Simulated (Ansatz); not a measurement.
`[AlH]1[SiH2][SbH]1`, relaxed with RKS PBE0-D4/def2-TZVP in the Gaussian-basis code of Ansatz from a PBE-D4/def2-SVP geometry. The force threshold is 0.005 eV/Å; the program also tests the step.

Charge 0, multiplicity 1. Sb takes the def2 core potential.

Start:

```xyz
7

Al    0.655    1.108    0.262
Si    0.188   -1.075   -0.540
Sb   -1.873    0.597   -0.197
H     1.588    2.190    0.966
H     0.118   -2.410    0.158
H     0.309   -1.278   -2.026
H    -0.986    0.869    1.377
```

(1) By how much does the energy fall, and how many steps does the optimiser take? (Best estimate.)

(2) Which bonds change most? (Estimate.)

(3) Give the relaxed structure. (Best estimate.)

## Answers

(1) The calculation gave: 2.40 kJ/mol, in 6 steps.

(2) Computed: Si2–Sb3 from 2.677 to 2.630 Å; Al1–Sb3 from 2.619 to 2.590 Å; Sb3–H7 from 1.827 to 1.803 Å; Si2–H5 from 1.507 to 1.488 Å.

(3) Computed: 
```xyz
7

Al    0.647    1.089    0.286
Si    0.173   -1.066   -0.534
Sb   -1.847    0.583   -0.194
H     1.577    2.185    0.936
H     0.105   -2.387    0.147
H     0.318   -1.258   -2.000
H    -0.973    0.855    1.359
```
